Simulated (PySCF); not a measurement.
Ge2H6S. Atoms are numbered in the order given.

```xyz
9

Ge     1.6927    -0.2467     0.0442
S      0.0036    -0.4092    -1.4312
Ge    -1.6999     0.2000    -0.0958
H      2.9611    -0.6345    -0.7347
H      1.7996     1.1980     0.5750
H      1.4630    -1.2114     1.2261
H     -1.8184    -0.7738     1.0951
H     -2.9593     0.1366    -0.9766
H     -1.4766     1.6321     0.4332
```
Charge 0, spin multiplicity 1.

Coordinates come from a B3LYP-D3(BJ)/def2-SVP optimisation.

Calculation: B3LYP-D3(BJ)/def2-SVP (PySCF 2.14.0).

Frequencies are harmonic and unscaled.

Computed normal modes with their intensities:
```
mode  ν (cm⁻¹)  IR (km/mol)  Raman (Å⁴/amu)  depolarisation  moving atoms (share of kinetic energy)
----  --------  -----------  --------------  --------------  --------------------------------------
1           64          0.0             0.2            0.75                                  H 99 %
2           74          0.4             0.0               –                           H 90 %, S 8 %
3           93          0.0             1.5            0.31                  Ge 77 %, S 14 %, H 9 %
4          369          6.1            13.8            0.13                  S 59 %, Ge 32 %, H 8 %
5          403         65.3             3.4            0.75                         S 68 %, Ge 28 %
6          544         19.8             0.5            0.75                                  H 92 %
7          564          0.0            11.6            0.75                                  H 96 %
8          576         30.6            12.2            0.75                                  H 91 %
9          603         19.5            16.0            0.52                           H 85 %, S 9 %
10         821        401.6            25.5            0.75                                  H 97 %
11         854         48.7            20.8            0.43                                  H 97 %
12         866          0.0            61.1            0.75                                  H 99 %
13         868         75.5             1.3            0.75                                  H 99 %
14         883          7.5             0.4            0.75                                  H 99 %
15         892        105.2            40.4            0.75                                  H 99 %
16        2118         37.5             6.4            0.72                                  H 99 %
17        2121          0.1            15.1            0.75                                  H 98 %
18        2126         97.5           452.9            0.02                                  H 99 %
19        2127        229.9           156.6            0.75                                  H 98 %
20        2151        144.2           108.6            0.75                                  H 99 %
21        2153         68.6           291.7            0.31                                  H 99 %
```
